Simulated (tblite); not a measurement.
C₅H₂Cl₂FO₂ (doublet state).
Cartesian coordinates in Å at the GFN2-xTB level; atoms count from 1:
```
atom  x, y, z in Å
O1    -2.0492   -2.0193   -0.2307
C2    -1.2377   -1.1596   -0.1238
O3     0.0935   -1.3729   -0.1733
C4     0.7980   -0.1844   -0.0262
C5     2.1664   -0.2635   -0.0705
Cl6    3.1672    1.0850    0.0947
C7    -0.0889    0.8740    0.1492
Cl8    0.2913    2.5032    0.3753
C9    -1.4853    0.3498    0.1053
F10   -2.2351    0.8756   -0.9253
H11    2.6501   -1.2135   -0.2208
H12   -2.0691    0.5249    1.0201
```

Computed with GFN2-xTB (tblite): harmonic, unscaled wavenumbers at the GFN2-xTB geometry, gas phase. Against measured fundamentals such values can be off by several per cent, at times by over 20. One conformer, not necessarily the lowest. Open shells enter through the occupations alone, without spin polarisation, and single modes of such species can be off by tens of per cent.

Harmonic wavenumbers (cm⁻¹): 55.8, 89.3, 119.4, 151.2, 205.4, 247.0, 253.3, 287.4, 419.2, 440.3, 522.6, 549.7, 645.2, 654.2, 697.3, 759.5, 849.8, 878.9, 1012.4, 1045.3, 1096.2, 1119.7, 1155.8, 1181.9, 1227.3, 1357.0, 1474.8, 1843.9, 2885.9, 3108.0.

A = 1612, B = 708.7, C = 508.8 MHz; mass 182.942 u (most abundant isotopes); point group C1, symmetry number 1; spin multiplicity 2.

Task: Zero-point energy?

Result: Half the sum of the wavenumbers: 13167 cm⁻¹ = 157.51 kJ/mol.

Task: Give the ideal-gas entropy at 298.15 K and 1 bar in the rigid-rotor, harmonic-oscillator model (classical rotation).

Result: Translation 173.82, rotation 128.42, vibration 108.86, spin (R ln 2) 5.76: S = 416.9 J/(mol K).

Task: And Cp and H(298.15 K) − H(0)?

Result: Cp = 144.52 J/(mol K), of which vibrations give 111.26 (their classical limit is 30 R = 249.4); H(298.15 K) − H(0) = 27.30 kJ/mol without the zero-point energy, 17.38 from vibrations.

Task: Which modes carry the vibrational entropy at 298.15 K?

Result: 55.8 cm⁻¹: 19.25; 89.3 cm⁻¹: 15.38; 119.4 cm⁻¹: 13.01; 151.2 cm⁻¹: 11.12; 205.4 cm⁻¹: 8.72; 247.0 cm⁻¹: 7.33 J/(mol K); the other 24 give 34.06 together.

Task: How do the functions run with temperature in this model?

Result: 
```json
{"T (K)": "100", "S (J/(mol K))": "301.9", "Cp (J/(mol K))": "75.4", "H − H(0) (kJ/mol)": "5.21", "G − H(0) (kJ/mol)": "-24.98", "ln q(vib)": "1.37"}
{"T (K)": "200", "S (J/(mol K))": "365.9", "Cp (J/(mol K))": "112.4", "H − H(0) (kJ/mol)": "14.65", "G − H(0) (kJ/mol)": "-58.52", "ln q(vib)": "3.74"}
{"T (K)": "300", "S (J/(mol K))": "417.8", "Cp (J/(mol K))": "145.1", "H − H(0) (kJ/mol)": "27.56", "G − H(0) (kJ/mol)": "-97.76", "ln q(vib)": "6.13"}
{"T (K)": "500", "S (J/(mol K))": "504.2", "Cp (J/(mol K))": "193.3", "H − H(0) (kJ/mol)": "61.81", "G − H(0) (kJ/mol)": "-190.28", "ln q(vib)": "10.66"}
{"T (K)": "800", "S (J/(mol K))": "604.3", "Cp (J/(mol K))": "231.0", "H − H(0) (kJ/mol)": "126.18", "G − H(0) (kJ/mol)": "-357.28", "ln q(vib)": "16.72"}
{"T (K)": "1000", "S (J/(mol K))": "657.4", "Cp (J/(mol K))": "244.6", "H − H(0) (kJ/mol)": "173.83", "G − H(0) (kJ/mol)": "-483.61", "ln q(vib)": "20.28"}
```

q(vib) and H(0) count from the zero-point level.

Task: What must be added to the electronic energy to get the Gibbs energy at 298.15 K and 1 bar?

Result: ZPE + [H(298.15 K) − H(0)] − T·S = 157.51 + 27.30 − 124.29 = 60.52 kJ/mol.

Task: Blend soft modes into free rotors: weight 1/[1 + (100 cm⁻¹/ν̃)⁴] for the oscillator and the rest for a rotor with moment μB/(μ + B), μ = h/(8π²ν), B = 10⁻⁴⁴ kg m². What vibrational entropy results?

Result: 101.97 J/(mol K) in place of 108.86, which changes −T·S at 298.15 K by +2.06 kJ/mol.

Hindered rotation and anharmonicity are outside this model. Other conformers, if any are populated, would add a mixing term that is left out. The structure is chiral; the term R ln 2 for an equal mix with its mirror image is left out.
